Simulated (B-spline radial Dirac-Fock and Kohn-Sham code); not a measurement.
## How the levels of rhenium move as electrons are removed

Model: Dirac-Fock energy differences between relaxed states, corrected for Breit and QED terms. Program: a B-spline atomic structure program. Each ion is free and in its tabulated ground configuration. No correlation.

Reference: Re²⁶⁺, [Kr] 4d10 4f3, with 2p3/2 11415.2 eV, 3s 3820.0 eV, 3p3/2 3250.6 eV, 4s 1438.0 eV, 4p3/2 1244.1 eV, Kα1 (K-L3) 61131.9 eV, Kβ1 (K-M3) 69296.5 eV, Lℓ (L3-M1) 7595.3 eV. Shifts from it, in eV (a dash: the subshell is empty, belongs to an open shell averaged over j, or its hole state is left out as unreliable):

```
  ion  configuration   2p3/2      3s   3p3/2      4s   4p3/2    Kα1     Kβ1      Lℓ
Re²⁷⁺  [Kr] 4d10 4f2   +59.9   +60.4   +60.1   +51.0   +49.4  -1.49   -1.67   -0.50
Re²⁸⁺  [Kr] 4d10 4f1  +121.3  +122.2  +121.5  +102.8   +99.8  -3.05   -3.28   -0.89
Re²⁹⁺      [Kr] 4d10  +184.2  +185.4  +184.4  +155.5  +150.9  -4.66   -4.81   -1.17
Re³⁰⁺       [Kr] 4d9  +252.3  +247.9  +246.6  +206.5  +200.1  -4.06   +1.69   +4.47
Re³¹⁺       [Kr] 4d8  +321.6  +311.2  +309.7  +258.0  +249.8  -3.40   +8.51  +10.37
Re³²⁺       [Kr] 4d7  +392.0  +375.5  +373.7  +310.1  +300.1  -2.68  +15.65  +16.52
Re³³⁺       [Kr] 4d6  +463.6  +440.6  +438.5  +362.8  +350.9  -1.91  +23.11  +22.94
```

Over this range L3 (2p3/2) moves by +463.6 eV and Kα1 by -1.9 eV: a line is a difference of two levels that shift in the same direction.

Values without a named source are computed, but for edge energies of neutral atoms, which are taken from tables.
